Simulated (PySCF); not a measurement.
# Cr⁺: excitation energy

Cr⁺ [Ar] 3d5 (6S) → Cr⁺ [Ar] 3d4 4s1 (6D), as a difference of total energies. Computed with PySCF 2.14 in aug-cc-pwCVTZ-DK with one added diffuse shell each of s, p, d, f, g type (11s10p8d5f4g, 152 functions), with scalar relativity by spin-free X2C-1e. The calculations carry no spin-orbit coupling.

```json
{"method": "UHF", "excitation energy (eV)": "0.756"}
{"method": "r2SCANh", "excitation energy (eV)": "1.434"}
{"method": "BP86", "excitation energy (eV)": "1.565"}
{"method": "M06-2X", "excitation energy (eV)": "1.409"}
```

For comparison: 1.522 eV (measured; NIST levels, between the centres of gravity of the two terms).
